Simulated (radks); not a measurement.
Spherical jellium clusters: N electrons in a uniform positive sphere of charge N and radius rs N^(1/3), rs = 4.47 bohr. Calculated with a radial shooting solver with Libxc functionals: non-relativistic Kohn-Sham, PBE, spin-polarised, spherical densities. Levels are named by radial order and angular momentum (1s, 1p, 1d, 2s, ...), and open shells are averaged over m.

N = 3, configuration 1s2 1p(up 1, down 0). This is the lowest configuration that the search found. Occupied and some empty levels:

| level | occupation | eigenvalue (eV) | <r> (bohr) |
|---|---|---|---|
| 1s up | 1 | -3.5909 | 4.839 |
| 1s down | 1 | -3.2882 | 4.557 |
| 1p up | 1 | -2.0940 | 6.198 |
| 1p down | 0 | -1.6238 | 6.217 |
| 1d up | 0 | -0.53924 | 8.490 |

Energy (eV): total -4.65011, kinetic 4.4375, external -43.756, Hartree 21.215, exchange-correlation -9.3391, background 22.793.
